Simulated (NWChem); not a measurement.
Program: NWChem. System: AlClI2, charge 0, spin multiplicity 1, at a geometry optimised with PBE/def2-SVP with def2 effective core potentials on I. The structure started from a generated list of species. Level: BP86/def2-TZVP with def2 effective core potentials on I.

NWChem printed:

```
             Northwest Computational Chemistry Package (NWChem) 7.3.0
             --------------------------------------------------------

                                NWChem Input Module
                                -------------------

 Scaling coordinates for geometry "geometry" by  1.889725989
 (inverse scale =  0.529177249)

 Turning off AUTOSYM since
 SYMMETRY directive was detected!

                             Geometry "geometry" -> ""
                             -------------------------

 Output coordinates in angstroms (scale by  1.889725989 to convert to a.u.)

  No.       Tag          Charge          X              Y              Z
 ---- ---------------- ---------- -------------- -------------- --------------
    1 Al                  13.0000     0.00000000     0.00000000    -0.68566800
    2 Cl                  17.0000     0.00000000     0.00000000    -2.79116300
    3 I                   53.0000    -2.14617900     0.00000000     0.53173100
    4 I                   53.0000     2.14617900     0.00000000     0.53173100

 Effective nuclear repulsion energy (a.u.)     938.4451479594

            Nuclear Dipole moment (a.u.)
            ----------------------------
        X                 Y               Z
 ---------------- ---------------- ----------------
     0.0000000000     0.0000000000     0.0000585815

      Symmetry information
      --------------------

 Group name             C2v
 Group number             16
 Group order               4
 No. of unique centers     3

      Symmetry unique atoms

     1    2    3


 Summary of "ao basis" -> "" (spherical)
 ------------------------------------------------------------------------------
       Tag                 Description            Shells   Functions and Types
 ---------------- ------------------------------  ------  ---------------------
 *                         def2-tzvp                  on all atoms

 Summary of "ao basis" -> "ao basis" (spherical)
 ------------------------------------------------------------------------------
       Tag                 Description            Shells   Functions and Types
 ---------------- ------------------------------  ------  ---------------------
 Al                        def2-tzvp                13       37   5s5p2d1f
 Cl                        def2-tzvp                13       37   5s5p2d1f
 I                         def2-tzvp                16       50   6s5p3d2f

 Summary of "ao basis" -> "ao basis" (spherical)
 ------------------------------------------------------------------------------
       Tag                 Description            Shells   Functions and Types
 ---------------- ------------------------------  ------  ---------------------
 Al                        def2-tzvp                13       37   5s5p2d1f
 Cl                        def2-tzvp                13       37   5s5p2d1f
 I                         def2-tzvp                16       50   6s5p3d2f

      Symmetry analysis of basis
      --------------------------

        a1         65
        a2         23
        b1         51
        b2         35

            General Information
            -------------------
          SCF calculation type: DFT
          Wavefunction type:  closed shell.
          No. of atoms     :     4
          No. of electrons :    80
           Alpha electrons :    40
            Beta electrons :    40
          Charge           :     0
          Spin multiplicity:     1
          Use of symmetry is: on ; symmetry adaption is: on
          Maximum number of iterations: 100
          AO basis - number of functions:   174
                     number of shells:    58
          Convergence on energy requested:  1.00D-06
          Convergence on density requested:  1.00D-05
          Convergence on gradient requested:  5.00D-04

              XC Information
              --------------
                    Becke 1988 Exchange Functional  1.000
                Perdew 1981 Correlation Functional  1.000 local
                Perdew 1986 Correlation Functional  1.000 non-local

             Grid Information
             ----------------
          Grid used for XC integration:  medium
          Radial quadrature: Mura-Knowles
[...]
    41 a1         42 b2         43 a1         44 b1         45 a1
    46 b1         47 a1         48 a1         49 a2         50 b1

------------------------------------------------------------
EAF file 0: "./mol.aoints.0" size=524288 bytes
------------------------------------------------------------
               write      read    awrite     aread      wait
               -----      ----    ------     -----      ----
     calls:        1         0         0         0         0
   data(b): 5.24e+05  0.00e+00  0.00e+00  0.00e+00
   time(s): 0.00e+00  0.00e+00  0.00e+00  0.00e+00  0.00e+00
rate(mb/s): 0.00e+00  0.00e+00
------------------------------------------------------------

   convergence    iter        energy       DeltaE   RMS-Dens  Diis-err    time
 ---------------- ----- ----------------- --------- --------- ---------  ------
 d= 0,ls=0.0,diis     1  -1298.5117373284 -1.68D+03  1.03D-02  1.42D+00     8.3
 d= 0,ls=0.0,diis     2  -1298.3704869357  1.41D-01  7.80D-03  1.62D+00     8.8
 d= 0,ls=0.0,diis     3  -1298.5192339097 -1.49D-01  2.62D-03  6.00D-01     9.3
 d= 0,ls=0.0,diis     4  -1298.5919991579 -7.28D-02  5.86D-04  1.12D-02     9.9
 d= 0,ls=0.0,diis     5  -1298.5931459539 -1.15D-03  2.12D-04  2.33D-03    10.4
  Resetting Diis
 d= 0,ls=0.0,diis     6  -1298.5933890802 -2.43D-04  8.84D-05  2.46D-04    11.0
 d= 0,ls=0.0,diis     7  -1298.5934319348 -4.29D-05  3.31D-05  7.06D-06    11.6
 d= 0,ls=0.0,diis     8  -1298.5934303768  1.56D-06  1.84D-05  1.88D-05    12.1
 d= 0,ls=0.0,diis     9  -1298.5934329487 -2.57D-06  2.42D-06  1.91D-07    12.6
 d= 0,ls=0.0,diis    10  -1298.5934329618 -1.31D-08  1.01D-06  3.61D-08    13.1

         Total DFT energy =    -1298.593432961760
      One electron energy =    -2778.477946244548
           Coulomb energy =     1185.942056876428
    Exchange-Corr. energy =      -91.765985120592
 Nuclear repulsion energy =      385.708441526952

 Numeric. integr. density =       79.999999338742

     Total iterative time =     10.9s

                  Occupations of the irreducible representations
                  ----------------------------------------------

                     irrep           alpha         beta
                     --------     --------     --------
                     a1               17.0         17.0
                     a2                4.0          4.0
                     b1               12.0         12.0
                     b2                7.0          7.0

                       DFT Final Molecular Orbital Analysis
                       ------------------------------------

 Vector   38  Occ=2.000000D+00  E=-2.697925D-01  Symmetry=a1
              MO Center=  7.5D-14,  2.6D-15,  4.1D-01, r^2= 6.3D+00
   Bfn.  Coefficient  Atom+Function         Bfn.  Coefficient  Atom+Function
  ----- ------------  ---------------      ----- ------------  ---------------
    92      0.343009  3 I  pz               142      0.343009  4 I  pz
    86     -0.293364  3 I  pz               136     -0.293364  4 I  pz
    89      0.236338  3 I  pz               139      0.236338  4 I  pz
    95      0.153814  3 I  pz               145      0.153814  4 I  pz
    90      0.131788  3 I  px               140     -0.131788  4 I  px

 Vector   39  Occ=2.000000D+00  E=-2.639405D-01  Symmetry=a2
              MO Center=  1.1D-12, -3.4D-15,  4.8D-01, r^2= 6.4D+00
   Bfn.  Coefficient  Atom+Function         Bfn.  Coefficient  Atom+Function
  ----- ------------  ---------------      ----- ------------  ---------------
    91      0.384306  3 I  py               141     -0.384306  4 I  py
    85     -0.325059  3 I  py               135      0.325059  4 I  py
    88      0.261800  3 I  py               138     -0.261800  4 I  py
    94      0.181349  3 I  py               144     -0.181349  4 I  py
    26     -0.045924  1 Al d -2              82     -0.041370  3 I  py

 Vector   40  Occ=2.000000D+00  E=-2.541101D-01  Symmetry=b1
              MO Center= -1.0D-13, -1.9D-16,  3.8D-01, r^2= 6.8D+00
   Bfn.  Coefficient  Atom+Function         Bfn.  Coefficient  Atom+Function
  ----- ------------  ---------------      ----- ------------  ---------------
    92      0.314539  3 I  pz               142     -0.314539  4 I  pz
    86     -0.263765  3 I  pz               136      0.263765  4 I  pz
    90      0.221975  3 I  px               140      0.221975  4 I  px
    89      0.213251  3 I  pz               139     -0.213251  4 I  pz
    84     -0.194195  3 I  px               134     -0.194195  4 I  px

 Vector   41  Occ=0.000000D+00  E=-1.021246D-01  Symmetry=a1
              MO Center=  5.8D-14, -9.5D-14, -2.7D-01, r^2= 6.3D+00
   Bfn.  Coefficient  Atom+Function         Bfn.  Coefficient  Atom+Function
  ----- ------------  ---------------      ----- ------------  ---------------
     5      0.838443  1 Al s                  4      0.631769  1 Al s
     3     -0.283371  1 Al s                 93     -0.277456  3 I  px
   143      0.277456  4 I  px                90     -0.219262  3 I  px
   140      0.219262  4 I  px                57     -0.213212  2 Cl pz
    79     -0.199373  3 I  s                129     -0.199373  4 I  s

 Vector   42  Occ=0.000000D+00  E=-9.284819D-02  Symmetry=b2
              MO Center=  8.8D-14,  1.0D-13, -5.0D-01, r^2= 4.7D+00
   Bfn.  Coefficient  Atom+Function         Bfn.  Coefficient  Atom+Function
  ----- ------------  ---------------      ----- ------------  ---------------
    19      0.584384  1 Al py                16      0.550015  1 Al py
    94     -0.201620  3 I  py               144     -0.201620  4 I  py
    56     -0.193859  2 Cl py                91     -0.155656  3 I  py
   141     -0.155656  4 I  py                53     -0.144430  2 Cl py
    85      0.137969  3 I  py               135      0.137969  4 I  py

 Vector   43  Occ=0.000000D+00  E=-7.708003D-03  Symmetry=a1
              MO Center=  3.3D-13,  7.3D-15, -3.5D-01, r^2= 6.4D+00
   Bfn.  Coefficient  Atom+Function         Bfn.  Coefficient  Atom+Function
  ----- ------------  ---------------      ----- ------------  ---------------
    20      0.862600  1 Al pz                17      0.375015  1 Al pz
    42      0.317705  2 Cl s                 93     -0.280283  3 I  px
   143      0.280283  4 I  px                28      0.243930  1 Al d  0
    41      0.181817  2 Cl s                 57      0.173844  2 Cl pz
    95     -0.168808  3 I  pz               145     -0.168808  4 I  pz

 center of mass
 --------------
 x =   0.00000000 y =   0.00000000 z =   0.11281226

 moments of inertia (a.u.)
 ------------------
        1270.395193454917           0.000000000000           0.000000000000
           0.000000000000        5445.068936134114           0.000000000000
           0.000000000000           0.000000000000        4174.673742679198

     Multipole analysis of the density
     ---------------------------------

     L   x y z        total         alpha         beta         nuclear
     -   - - -        -----         -----         ----         -------
     0   0 0 0      0.000000    -40.000000    -40.000000     80.000000

     1   1 0 0      0.000000      0.000000      0.000000      0.000000
     1   0 1 0      0.000000      0.000000      0.000000      0.000000
     1   0 0 1      0.238129     28.254160     28.254160    -56.270191

     2   2 0 0    -57.757970   -440.094566   -440.094566    822.431163
     2   1 1 0      0.000000      0.000000      0.000000      0.000000
     2   1 0 1      0.000000      0.000000      0.000000      0.000000
     2   0 2 0    -57.016683    -28.508342    -28.508342      0.000000
     2   0 1 1      0.000000      0.000000      0.000000      0.000000
     2   0 0 2    -60.735528   -302.998465   -302.998465    545.261403

 Task  times  cpu:       13.2s     wall:       13.2s

 Total times  cpu:       13.2s     wall:       13.2s
```

Q: Write an NWChem input that would produce this output.

A: One answer among several that fit: 
```
start mol
memory heap 200 mb stack 800 mb global 1000 mb
geometry units angstroms nocenter noautoz
  Al     0.000000     0.000000    -0.685668
  Cl     0.000000     0.000000    -2.791163
  I     -2.146179     0.000000     0.531731
  I      2.146179     0.000000     0.531731
  symmetry group C2v
end
basis spherical
  * library def2-tzvp
end
ecp
  I library def2-ecp
end
dft
  xc becke88 perdew86
  semidirect memsize 60000000 filesize 0
  iterations 100
end
task dft energy
```
